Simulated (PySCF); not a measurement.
Excitation energy of P by level of theory

P [Ne] 3s2 3p3 (4S) → P [Ne] 3s1 3p3 3d1 (6D), as a difference of total energies. Computed with PySCF 2.14 in aug-cc-pwCVDZ, with no relativity, point nucleus. Correlated levels: valence: [Ne] frozen. The calculations carry no spin-orbit coupling.

```json
{"method": "UHF", "excitation energy (eV)": "13.081"}
{"method": "MP2 (valence)", "excitation energy (eV)": "14.458"}
{"method": "SCS-MP2 (valence)", "excitation energy (eV)": "14.708"}
{"method": "CCSD (valence)", "excitation energy (eV)": "14.779"}
{"method": "CCSD(T) (valence)", "excitation energy (eV)": "14.821"}
```

Task: How much does correlation contribute at CCSD(T) (valence)?

Result: 14.821 − (13.081) = 1.740 eV, measured against UHF.

The upper state lies above the first ionisation limit, but in LS coupling its spin forbids autoionisation to the ground ion.

The promoted electron is Rydberg-like, and one or two diffuse shells describe it only roughly, which tends to raise the upper state.
